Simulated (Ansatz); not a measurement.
C₄H₇FSi, SMILES C=C/C=C\[SiH2]F.

Coordinates come from a B3LYP-D3(BJ)/def2-SVP optimisation. The structure was generated by enumeration; whether it is a known compound was not checked. One conformer was computed; it need not be the lowest.

Two levels are set side by side: PBE/def2-SVPD (Ansatz, a program for electronic structure) and CAM-B3LYP/def2-SVPD (Ansatz). Energy differences of separate SCF runs at the same geometry; the states with an electron removed or added have multiplicity 2 and 2. Differences are taken from unrounded values.

| quantity | CAM-B3LYP | PBE | PBE minus CAM-B3LYP |
|---|---|---|---|
| vertical ionisation energy (eV) | 9.14 | 9.00 | -0.14 |
| vertical singlet–triplet gap (eV) | 3.09 | 3.01 | -0.08 |
